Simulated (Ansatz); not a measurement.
Geometry optimisation, Ansatz 0.2.0, RKS PBE0-D4/def2-SVP.

Input:

```yaml
crystal:
  periodic: [false, false, false]
  atoms:
    - { symbol: C, position_ang: [-1.9238, 0.285, 0.9668] }
    - { symbol: Al, position_ang: [-0.819, -1.0836, 0.1589] }
    - { symbol: C, position_ang: [1.1191, -0.7979, 0.044] }
    - { symbol: Ge, position_ang: [1.5934, 0.8101, -0.9891] }
    - { symbol: H, position_ang: [-3.0295, -0.0049, 0.9043] }
    - { symbol: H, position_ang: [-1.67, 0.5198, 2.0066] }
    - { symbol: H, position_ang: [-1.8295, 1.2718, 0.3807] }
    - { symbol: H, position_ang: [-1.425, -2.407, -0.4157] }
    - { symbol: H, position_ang: [1.6318, -1.6593, -0.3848] }
    - { symbol: H, position_ang: [1.5625, -0.6726, 1.105] }
    - { symbol: H, position_ang: [0.8418, 2.0224, -0.2844] }
    - { symbol: H, position_ang: [3.0704, 1.0293, -1.0464] }
    - { symbol: H, position_ang: [0.898, 0.6521, -2.4312] }
basis:
  gaussian: { orbitals: def2-SVP }
hamiltonian:
  xc: pbe0
  dispersion: d4
relax:
  f_tol: 0.015
  max_steps: 40
```

Launched with:

```bash
$ ansatz run input.yaml --threads 2 --pin off --max-ram 3072MiB --backend cpu --events-out ev --progress --plain --runs-dir out
```

Question: Where does it end, and by what steps?

Answer: It converged. The force dipped under the threshold on the way, but the program's further checks kept it going. After 30 steps the energy has fallen by 0.238 eV; H7 moved furthest, 0.88 Å.

| step | energy less start (eV) | largest force component (eV/Å) | accepted |
| --- | --- | --- | --- |
| 0 | 0.0000 | 1.994 | yes |
| 2 | -0.2264 | 0.061 | yes |
| 4 | -0.2290 | 0.027 | yes |
| 6 | -0.2305 | 0.090 | yes |
| 8 | -0.2326 | 0.046 | yes |
| 10 | -0.2338 | 0.085 | yes |
| 12 | -0.2348 | 0.022 | yes |
| 14 | -0.2350 | 0.110 | no |
| 16 | -0.2359 | 0.044 | yes |
| 18 | -0.2364 | 0.048 | yes |
| 20 | -0.2368 | 0.051 | yes |
| 22 | -0.2370 | 0.016 | yes |
| 24 | -0.2370 | 0.076 | no |
| 26 | -0.2370 | 0.085 | no |
| 28 | -0.2375 | 0.028 | yes |
| 30 | -0.2375 | 0.009 | yes |

```xyz
13
Properties=species:S:1:pos:R:3
C -2.056 0.207 1.107
Al -0.882 -0.929 0.031
C 1.062 -0.719 0.091
Ge 1.717 0.745 -1.032
H -2.813 -0.386 1.649
H -1.513 0.822 1.843
H -2.621 0.896 0.454
H -1.511 -2.012 -0.958
H 1.576 -1.636 -0.242
H 1.397 -0.494 1.118
H 1.104 2.084 -0.570
H 3.254 0.867 -0.972
H 1.307 0.520 -2.504
```

Whether the end is a true minimum wasn't checked by a vibrational analysis.

The run took 3.4 min on 2 threads of Arm Neoverse N1 (shared host), peak memory 0.31 GiB.
